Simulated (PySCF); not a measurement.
C₄H₆ClF. Atoms are numbered in the order given.

```xyz
12

C      2.5738    -0.3495     1.0138
C      1.4997    -1.1131     0.2335
C      0.3398    -0.2439    -0.1401
F      0.6845     0.8126    -0.8875
C     -0.9326    -0.4324     0.2128
Cl    -2.2008     0.6327    -0.2653
H      2.9385     0.5099     0.4314
H      2.1719     0.0305     1.9661
H      3.4317    -1.0016     1.2367
H      1.9324    -1.5202    -0.6972
H      1.1238    -1.9692     0.8142
H     -1.2294    -1.2845     0.8252
```
Charge 0, spin multiplicity 1.

Geometry: ωB97X-D3(BJ)/def2-SVP. The structure was generated by enumeration; whether it is a known compound was not checked. Other conformers were not sampled.

Calculation: PySCF with HF/def2-TZVP.

Gas-phase values at a fixed geometry.

**Question.** Estimate the frontier levels, gap, dipole moment and polarisability. (The exact figures need the calculation; the answer reports its results.)

**Answer.** 
```yaml
highest_occupied_level: -9.71 eV
lowest_empty_level: 3.49 eV
orbital_gap: 13.20 eV
dipole_moment: 3.05 D
quadrupole, principal values (traceless, Buckingham form, about the centre of nuclear charge): -1.53, -0.20, 1.73 D·Å
mean_static_polarisability: 59.8 bohr³ (8.86 Å³)
polarisability_principal_values: 45.0, 51.4, 83.0 bohr³
```
